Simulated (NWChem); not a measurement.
System: CH₆InN; SMILES [NH](C)[InH2]

The following NWChem deck was run.

```
start job
memory heap 200 mb stack 900 mb global 1100 mb
geometry units angstroms noautoz
  In     0.031670    -0.696787    -0.084524
  H     -1.266541    -1.817752     0.060330
  H      1.708291    -0.952962    -0.382440
  N     -0.491892     1.249217     0.129628
  C      0.347608     2.415956     0.064952
  H     -1.465259     1.474605     0.307637
  H      0.351865     3.001318     1.005866
  H      0.058357     3.115374    -0.744451
  H      1.393085     2.126994    -0.129188
end
basis spherical
  * library def2-svpd
end
ecp
  In library def2-ecp
end
dft
  xc b3lyp
  iterations 150
end
tddft
  cis
  nroots 6
  notriplet
end
task tddft energy
```

Parts of the log:

```
             Northwest Computational Chemistry Package (NWChem) 7.3.0
             --------------------------------------------------------

 CS  symmetry detected

                             Geometry "geometry" -> ""
                             -------------------------

 Output coordinates in angstroms (scale by  1.889725989 to convert to a.u.)

  No.       Tag          Charge          X              Y              Z
 ---- ---------------- ---------- -------------- -------------- --------------
    1 In                  49.0000     0.02513729    -0.63991384     0.00000000
    2 H                    1.0000    -1.27795297    -1.76457056     0.00000000
    3 H                    1.0000     1.72821357    -0.89480336     0.00000000
    4 N                    7.0000    -0.52871366     1.30948580     0.00000000
    5 C                    6.0000     0.30867356     2.47953100     0.00000000
    6 H                    1.0000    -1.51835704     1.53428835     0.00000000
    7 H                    1.0000     0.15657682     3.12308415     0.88920825
    8 H                    1.0000     0.15657682     3.12308415    -0.88920825
    9 H                    1.0000     1.37216971     2.19110868     0.00000000

 Effective nuclear repulsion energy (a.u.)     241.8486992652

      Symmetry information
      --------------------

 Group name             Cs
 Group number              2
 Group order               2
 No. of unique centers     8

                                 NWChem DFT Module
                                 -----------------

 Summary of "ao basis" -> "ao basis" (spherical)
 ------------------------------------------------------------------------------
       Tag                 Description            Shells   Functions and Types
 ---------------- ------------------------------  ------  ---------------------
 In                        def2-svpd                12       32   5s4p3d
 H                         def2-svpd                 4        8   2s2p
 N                         def2-svpd                 8       20   4s2p2d
 C                         def2-svpd                 8       20   4s2p2d

      Symmetry analysis of basis
      --------------------------

        a'         82
        a"         38

            General Information
            -------------------
          SCF calculation type: DFT
          Wavefunction type:  closed shell.
          No. of atoms     :     9
          No. of electrons :    40
           Alpha electrons :    20
            Beta electrons :    20
          Charge           :     0
          Spin multiplicity:     1
          Use of symmetry is: off; symmetry adaption is: on
          Maximum number of iterations: 150
          AO basis - number of functions:   120
                     number of shells:    52
          Convergence on energy requested:  1.00D-06
          Convergence on density requested:  1.00D-05
          Convergence on gradient requested:  5.00D-04

              XC Information
              --------------
                         B3LYP Method XC Potential
                     Hartree-Fock (Exact) Exchange  0.200
                        Slater Exchange Functional  0.800 local
                    Becke 1988 Exchange Functional  0.720 non-local
              Lee-Yang-Parr Correlation Functional  0.810
                  VWN I RPA Correlation Functional  0.190 local

             Grid Information
             ----------------
          Grid used for XC integration:  medium
          Radial quadrature: Mura-Knowles
          Angular quadrature: Lebedev.
          Tag              B.-S. Rad. Rad. Pts. Rad. Cut. Ang. Pts.
          ---              ---------- --------- --------- ---------
          In                  1.55      123          11.0       590
          H                   0.35       45          13.0       434
          N                   0.65       49          10.0       434
          C                   0.70       49          13.0       434
          Grid pruning is: on
          Number of quadrature shells:   491
          Spatial weights used:  Erf1

      Superposition of Atomic Density Guess
      -------------------------------------

 Sum of atomic energies:        -312.91397777

      Non-variational initial energy
      ------------------------------

 Total energy =    -285.314889
 1-e energy   =    -714.327659
 2-e energy   =     301.881129
 HOMO         =      -0.283210
 LUMO         =      -0.001890

      Symmetry analysis of molecular orbitals - initial
      -------------------------------------------------

  Numbering of irreducible representations:

     1 a'          2 a"

  Orbital symmetries:

     1 a'          2 a'          3 a'          4 a'          5 a'
     6 a"          7 a'          8 a'          9 a'         10 a'
    11 a"         12 a"         13 a'         14 a'         15 a'
    16 a"         17 a'         18 a'         19 a'         20 a"
    21 a"         22 a'         23 a'         24 a'         25 a'
    26 a'         27 a"         28 a"         29 a'         30 a'

 !! scf_movecs_sym_adapt:   30 vectors were symmetry contaminated

  Symmetry fudging

   convergence    iter        energy       DeltaE   RMS-Dens  Diis-err
 ---------------- ----- ----------------- --------- --------- ---------
 d= 0,ls=0.0,diis     1   -286.5174089378 -4.14D+02  1.83D-02  3.75D-01

 !! scf_movecs_sym_adapt:   36 vectors were symmetry contaminated

  Symmetry fudging
 d= 0,ls=0.0,diis     2   -286.3745896032  1.43D-01  8.05D-03  1.49D+00

 !! scf_movecs_sym_adapt:   29 vectors were symmetry contaminated

  Symmetry fudging
 d= 0,ls=0.0,diis     3   -286.5704748184 -1.96D-01  1.28D-03  2.94D-02

 !! scf_movecs_sym_adapt:   32 vectors were symmetry contaminated

  Symmetry fudging
 d= 0,ls=0.0,diis     4   -286.5739372445 -3.46D-03  3.90D-04  2.30D-03

 !! scf_movecs_sym_adapt:   14 vectors were symmetry contaminated

  Symmetry fudging
 d= 0,ls=0.0,diis     5   -286.5741985693 -2.61D-04  1.28D-04  2.09D-04

 !! scf_movecs_sym_adapt:    4 vectors were symmetry contaminated

  Symmetry fudging
  Resetting Diis
 d= 0,ls=0.0,diis     6   -286.5742269431 -2.84D-05  2.37D-05  3.52D-06
 d= 0,ls=0.0,diis     7   -286.5742274476 -5.04D-07  9.53D-06  1.56D-07

         Total DFT energy =     -286.574227447569
      One electron energy =     -716.971223767439
           Coulomb energy =      334.583160814657
    Exchange-Corr. energy =      -31.317805458910
 Nuclear repulsion energy =      127.131640964124

 Numeric. integr. density =       40.000029996020

                  Occupations of the irreducible representations
                  ----------------------------------------------

                     irrep           alpha         beta
                     --------     --------     --------
                     a'               15.0         15.0
                     a"                5.0          5.0

                       DFT Final Molecular Orbital Analysis
                       ------------------------------------

 Vector   18  Occ=2.000000D+00  E=-3.076501D-01  Symmetry=a'
              MO Center=  1.1D-02,  6.2D-01,  3.8D-10, r^2= 4.0D+00
   Bfn.  Coefficient  Atom+Function         Bfn.  Coefficient  Atom+Function
  ----- ------------  ---------------      ----- ------------  ---------------
    52      0.545280  4 N  s                 54     -0.343704  4 N  py
    13     -0.317724  1 In py                57      0.211755  4 N  py
    74     -0.193385  5 C  py                51     -0.179217  4 N  s
    89      0.178198  6 H  s                113      0.173486  9 H  s
    41      0.171521  3 H  s                 53      0.165593  4 N  px

 Vector   19  Occ=2.000000D+00  E=-2.974673D-01  Symmetry=a'
              MO Center=  1.2D-01, -1.1D+00,  4.5D-11, r^2= 3.3D+00
   Bfn.  Coefficient  Atom+Function         Bfn.  Coefficient  Atom+Function
  ----- ------------  ---------------      ----- ------------  ---------------
    12      0.376470  1 In px                33     -0.330187  2 H  s
    41      0.318007  3 H  s                 34     -0.160336  2 H  s
    42      0.152524  3 H  s                 18      0.132657  1 In d -2
    90      0.131566  6 H  s                 13      0.118413  1 In py
    52     -0.116228  4 N  s                  9     -0.113279  1 In px

[...]

                                NWChem TDDFT Module
                                -------------------

            General Information
            -------------------
           No. of orbitals :     240
            Alpha orbitals :     120
             Beta orbitals :     120
        Alpha frozen cores :       0
         Beta frozen cores :       0
     Alpha frozen virtuals :       0
      Beta frozen virtuals :       0
         Spin multiplicity :       1
    Number of AO functions :     120
        Use of symmetry is : off
      Symmetry adaption is : on
         Schwarz screening :  0.10D-07

              XC Information
              --------------
                  B3LYP Method XC Potential
              Hartree-Fock (Exact) Exchange   0.20
                 Slater Exchange Functional   0.80 local
             Becke 1988 Exchange Functional   0.72 non-local
       Lee-Yang-Parr Correlation Functional   0.81
           VWN I RPA Correlation Functional   0.19 local

             TDDFT Information
             -----------------
          Calculation type : Tamm-Dancoff TDDFT
         Wavefunction type : Restricted singlets
          No. of electrons :      40
           Alpha electrons :      20
            Beta electrons :      20
              No. of roots :       6
          Max subspacesize :    5200
            Max iterations :     100
               Target root :       1
           Target symmetry : none
      Symmetry restriction : off
                 Algorithm : Optimal
        Davidson threshold :  0.10D-03

    6 smallest eigenvalue differences (eV)
--------------------------------------------------------
  No. Spin  Occ  Vir  Irrep   E(Occ)    E(Vir)   E(Diff)
--------------------------------------------------------
    1    1   20   21 a'       -0.226    -0.052     4.737
    2    1   20   22 a"       -0.226    -0.007     5.974
    3    1   20   23 a"       -0.226     0.004     6.247
    4    1   19   21 a"       -0.297    -0.052     6.680
    5    1   20   24 a"       -0.226     0.022     6.739
    6    1   18   21 a"       -0.308    -0.052     6.958
--------------------------------------------------------

  Entering Davidson iterations
  Restricted singlet excited states

  Iter   NTrls   NConv    DeltaV     DeltaE      Time
  ----  ------  ------  ---------  ---------  ---------
    1      6       0     0.17E+00   0.10+100       23.9
    2     12       0     0.24E-01   0.21E-01       26.7
    3     18       0     0.53E-02   0.77E-03       24.3
    4     24       4     0.16E-02   0.43E-04       21.6
    5     26       5     0.27E-03   0.20E-05       14.1
    6     27       6     0.94E-04   0.75E-07       12.1
  ----  ------  ------  ---------  ---------  ---------
  Convergence criterion met

  Ground state a'       -286.574227447569 a.u.

  ----------------------------------------------------------------------------
  Root   1 singlet a'             0.164580353 a.u.                4.4785 eV
  ----------------------------------------------------------------------------
     Transition Moments    X -0.14586   Y  1.11433   Z -0.00000
     Dipole Oscillator Strength                    0.1385762715
     Electric Quadrupole                           0.0000001891
     Magnetic Dipole                               0.0000001007
     Total Oscillator Strength                     0.1385765613

     Occ.   18  a'  ---  Virt.   22  a'       0.15577
     Occ.   18  a'  ---  Virt.   24  a'      -0.06239
     Occ.   18  a'  ---  Virt.   38  a'      -0.05084
     Occ.   20  a"  ---  Virt.   21  a"      -0.97143
  ----------------------------------------------------------------------------
  Root   2 singlet a"             0.183818342 a.u.                5.0020 eV
  ----------------------------------------------------------------------------
     Transition Moments    X  0.00000   Y -0.00000   Z -0.55651
     Dipole Oscillator Strength                    0.0379527827
     Electric Quadrupole                           0.0000000174
     Magnetic Dipole                               0.0000001522
     Total Oscillator Strength                     0.0379529523

     Occ.   20  a"  ---  Virt.   22  a'      -0.97059
     Occ.   20  a"  ---  Virt.   23  a'      -0.21372
  ----------------------------------------------------------------------------
  Root   3 singlet a"             0.196346140 a.u.                5.3429 eV
  ----------------------------------------------------------------------------
     Transition Moments    X -0.00000   Y -0.00000   Z  0.13346
     Dipole Oscillator Strength                    0.0023313718
     Electric Quadrupole                           0.0000000309
     Magnetic Dipole                               0.0000003166
     Total Oscillator Strength                     0.0023317194

     Occ.   20  a"  ---  Virt.   22  a'      -0.21684
     Occ.   20  a"  ---  Virt.   23  a'       0.96402
     Occ.   20  a"  ---  Virt.   24  a'      -0.09764
     Occ.   20  a"  ---  Virt.   26  a'       0.09781
  ----------------------------------------------------------------------------
  Root   4 singlet a"             0.207461160 a.u.                5.6453 eV
  ----------------------------------------------------------------------------
     Transition Moments    X -0.00000   Y  0.00000   Z  0.00236
     Dipole Oscillator Strength                    0.0000007694
     Electric Quadrupole                           0.0000002765
     Magnetic Dipole                               0.0000028214
     Total Oscillator Strength                     0.0000038673

     Occ.   19  a'  ---  Virt.   21  a"      -0.99832
  ----------------------------------------------------------------------------
  Root   5 singlet a"             0.216539776 a.u.                5.8923 eV
  ----------------------------------------------------------------------------
     Transition Moments    X  0.00000   Y  0.00000   Z -0.31169
     Dipole Oscillator Strength                    0.0140245596
     Electric Quadrupole                           0.0000001448
     Magnetic Dipole                               0.0000022679
     Total Oscillator Strength                     0.0140269724

     Occ.   18  a'  ---  Virt.   21  a"       0.96912
     Occ.   20  a"  ---  Virt.   24  a'       0.21879
  ----------------------------------------------------------------------------
  Root   6 singlet a"             0.221153882 a.u.                6.0179 eV
  ----------------------------------------------------------------------------
     Transition Moments    X  0.00000   Y  0.00000   Z  0.26314
     Dipole Oscillator Strength                    0.0102087475
     Electric Quadrupole                           0.0000001332
     Magnetic Dipole                               0.0000002892
     Total Oscillator Strength                     0.0102091699

     Occ.   18  a'  ---  Virt.   21  a"      -0.22279
     Occ.   20  a"  ---  Virt.   23  a'       0.09161
     Occ.   20  a"  ---  Virt.   24  a'       0.96060
     Occ.   20  a"  ---  Virt.   25  a'       0.10644

              Target root =      1
          Target symmetry = none
      Ground state energy =   -286.574227447569
        Excitation energy =      0.164580353402
     Excited state energy =   -286.409647094167

  stored tddft:energy   -286.40964709416693
```

Level: B3LYP/def2-SVPD with def2 effective core potentials on In, TDA. Coordinates come from a PBE0/def2-SVP optimisation. Not confirmed as a minimum by frequencies. def2 effective core potentials on In; no spin-orbit coupling.
